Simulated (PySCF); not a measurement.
Compounds:

A. SMILES C#CC(C)(C)N
B. SMILES CC(C)[C@H]1C=N1
C. SMILES C#C/C(C)=C(\C#N)C=C
D. `InChI=1S/C8H7N/c1-4-8(5-2)7(3)6-9/h1,5H,2H2,3H3/b8-7+`

Spectrum 1. 1H NMR (300 MHz, computed): δ 6.67 (m, 1H), 6.27 (m, 1H), 5.89 (m, 1H), 3.76 (s, 1H), 2.23 (s, 3H). 13C{1H} NMR (computed): δ 139.6 (C), 135.8 (CH), 130.2 (CH2), 127.5 (C), 120.8 (C), 103.5 (CH), 89.6 (C), 21.7 (CH3).

Spectrum 2. 1H NMR (300 MHz, computed): δ 1.82 (s, 1H), 1.36 (s, 6H), 1.19 (br s, 2H). 13C{1H} NMR (computed): δ 97.4 (C), 75.6 (CH), 45.1 (C), 32.8 (CH3).

Spectrum 3. 1H NMR (300 MHz, computed): δ 10.74 (d, J = 2.1 Hz, 1H), 1.28 (d, J = 6.9 Hz, 3H), 1.08 (dd, J = 8.1, 2.1 Hz, 1H), 1.00 (d, J = 7.2 Hz, 3H), 0.44 (d of sept, J = 8.1, 7.0 Hz, 1H). 13C{1H} NMR (computed): δ 182.2 (CH), 40.0 (CH), 34.5 (CH), 22.3 (CH3), 22.0 (CH3).

Spectrum 4. 1H NMR (300 MHz, computed): δ 6.77 (m, 1H), 6.49 (m, 1H), 6.02 (m, 1H), 3.31 (s, 1H), 2.18 (s, 3H). 13C{1H} NMR (computed): δ 141.1 (C), 136.7 (CH), 133.7 (CH2), 125.6 (C), 122.5 (C), 99.4 (CH), 82.7 (C), 18.6 (CH3).

Isolated molecule, relativity neglected, averaged over atoms made equivalent by symmetry, fast rotation or ring inversion, single conformer. Geometry: GFN2-xTB; couplings computed with B3LYP/pcJ-1 (spin–dipole term left out of most H,H and C,H couplings); shieldings: GIAO PBE0/pcSseg-1; PySCF 2.14.

References, each an isolated molecule treated in the same way: 1H (σ = 31.72 ppm) and 13C (σ = 186.93 ppm) vs TMS. Multiplet labels drop J under 1 Hz and among equivalent protons, and merge close values. Unscaled 3J(H,H) run several per cent high. Where no couplings were computed, multiplicities follow the n + 1 count of equivalent neighbours, and m marks all less simple cases (inequivalent or close neighbours, rings, F or P nearby). Vicinal couplings that depend on rotamer populations or ring flexing (ring, CH–CH, X–H and H–F types) are those of the one conformer. Shifts are as computed. Against solution values, carbons near 30 ppm lie about +3 ppm off and those near 130 ppm about +5 ppm. Of 1211 compounds with measured shifts, 218 miss one by over three times the rms of a fit or turn the order of signals round; such compounds aren't used in these exercises. OH and NH positions are gas-phase values without hydrogen bonding to other molecules.

Which spectrum belongs to which compound?

Results:

1–C, 2–A, 3–B, 4–D.

- Spectrum 1 (C): 8 13C signals; δC 139.6 is a fully substituted alkene carbon; δC 135.8 is an alkene CH.
- Spectrum 2 (A): 4 13C signals; δC 97.4 is an alkyne carbon; δC 75.6 is a terminal alkyne carbon.
- Spectrum 3 (B): 5 13C signals; δC 40.0 is an sp3 CH; δC 34.5 is a three-membered-ring carbon.
- Spectrum 4 (D): 8 13C signals; δC 141.1 is a fully substituted alkene carbon; δC 136.7 is an alkene CH.
